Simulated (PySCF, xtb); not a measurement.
SeBrI, SMILES Br[Se]I.

Harmonic wavenumbers (cm⁻¹) from GFN2-xTB (xtb) at its own minimum, in rising order: 93, 260, 271.

Task: What does B3LYP-D3(BJ)/def2-SVP (PySCF 2.14.0) give at its own minimum? (The exact figures need the calculation; the answer reports its results.)

Result: 86, 234, 281. Paired by order, the mean absolute difference is 14 cm⁻¹ and the zero-point energies are 0.9 and 0.9 kcal/mol.
